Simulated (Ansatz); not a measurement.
System: H4BSiO, charge 0, doublet. H4BSiO (SMILES O[B][SiH3], doublet).
B3LYP-D3(BJ)/def2-TZVP minimum from Ansatz (a first-principles code):
```
B
O 1 1.3334
H 2 0.9655 1 115.83
Si 1 2.0127 2 129.42 3 180.00
H 4 1.4836 1 107.36 2 121.92
H 4 1.4836 5 108.22 1 -115.59
H 4 1.4897 5 108.42 6 -117.39
```
Charge 0, spin multiplicity 2.

Total energies in cc-pV(D+d)Z, 17 correlated electrons, 7 frozen orbitals. Radicals and triplets start from unrestricted determinants; spin-orbit coupling is neglected. Cores are frozen in correlated methods. No relativity.

```json
[
 {"method": "HF", "program": "Ansatz", "energy (Eh)": "-390.79387", "minus CCSDT(Q) (mEh)": "404.05"},
 {"method": "MP2", "program": "Ansatz", "energy (Eh)": "-391.14602", "minus CCSDT(Q) (mEh)": "51.91"},
 {"method": "CCSD", "program": "Ansatz", "energy (Eh)": "-391.18585", "minus CCSDT(Q) (mEh)": "12.07"},
 {"method": "CCSD(T)", "program": "Ansatz", "energy (Eh)": "-391.19593", "minus CCSDT(Q) (mEh)": "2.00"},
 {"method": "CCSDT(Q)", "program": "Ansatz", "energy (Eh)": "-391.19792", "minus CCSDT(Q) (mEh)": "0.00"}
]
```

Rough core times of Ansatz's runs on a shared machine: CCSD(T) under 20 s, CCSDT(Q) 10 min.
